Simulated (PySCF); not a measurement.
C₂H₄NO, multiplicity 2. Atoms are numbered in the order given.

```xyz
8

C     -1.4419    -0.2568     0.0924
N     -0.3154    -0.2683    -0.7745
C      0.9196    -0.0551    -0.2200
O      1.1115     0.6369     0.7616
H     -2.2282     0.3953    -0.3224
H     -1.8764    -1.2756     0.0975
H     -1.1976     0.0355     1.1277
H      1.7522    -0.5009    -0.8079
```
Charge 0, spin multiplicity 2.

Geometry optimised at PBE0-D3(BJ)/def2-SVP. The isomer is the one that the SMILES or the coordinates give; other isomers of the formula were not compared. The values are those of a single conformer.

All values below come from PBE0-D3(BJ)/def2-SVP (PySCF).

Frequencies are harmonic and unscaled.

Computed normal modes with their intensities:
```tsv
mode	ν (cm⁻¹)	IR (km/mol)	moving atoms (share of kinetic energy)
1	83	3.3	H 89 %
2	203	37.2	H 32 %, C 27 %, O 22 %, N 19 %
3	343	17.7	H 30 %, C 29 %, O 24 %, N 17 %
4	662	22.5	N 39 %, O 25 %, C 23 %, H 14 %
5	942	34.2	C 53 %, H 34 %, N 12 %
6	1008	0.7	H 60 %, C 35 %
7	1016	20.0	H 61 %, C 25 %, N 13 %
8	1116	8.5	H 62 %, C 25 %, N 13 %
9	1289	45.4	N 51 %, C 37 %, H 12 %
10	1368	19.6	H 88 %, C 8 %
11	1399	12.2	H 82 %, C 10 %
12	1418	23.0	H 92 %
13	1463	29.0	H 91 %, C 9 %
14	1682	83.8	C 56 %, O 41 %
15	3006	4.4	H 97 %
16	3027	67.2	H 92 %
17	3093	8.7	H 91 %, C 9 %
18	3138	4.9	H 90 %, C 10 %
```
